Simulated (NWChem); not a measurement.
Atomisation of C3H4F2

SMILES: FC1(F)CC1
```xyz
9

F     -1.0949     0.0000    -0.9553
C      0.0000     0.0000    -0.1848
F      1.0949     0.0000    -0.9553
C      0.0000    -0.7671     1.0736
C      0.0000     0.7671     1.0736
H      0.9258    -1.2748     1.3553
H     -0.9258    -1.2748     1.3553
H      0.9258     1.2748     1.3553
H     -0.9258     1.2748     1.3553
```
Charge 0, spin multiplicity 1.

Program: NWChem. The geometry was optimised at PBE0/def2-SVP, a minimum by its harmonic frequencies.

Basis set: def2-TZVP. The atomisation energy is electronic alone: no zero-point, thermal, spin-orbit or counterpoise terms. No value is extrapolated to the basis-set limit. Free atoms are single determinants with multiplicities F 2, C 3, H 2. Correlated methods freeze the same cores in atoms and molecule, 5 orbitals in all.

The structure started from a generated list of species. The stability of the SCF solutions was not checked. Open-shell Hartree-Fock references start from PBE0 orbitals.

Task: One of these methods gave an atomisation energy of 892.7 kcal/mol. Which?
A. MP2
B. LDA (SVWN5)
C. LC-wPBE (omega 0.3 per bohr)
D. HF

Result: C, LC-wPBE (omega 0.3 per bohr). The others give 1028.3 (LDA (SVWN5)), 625.9 (HF), 866.5 (MP2).
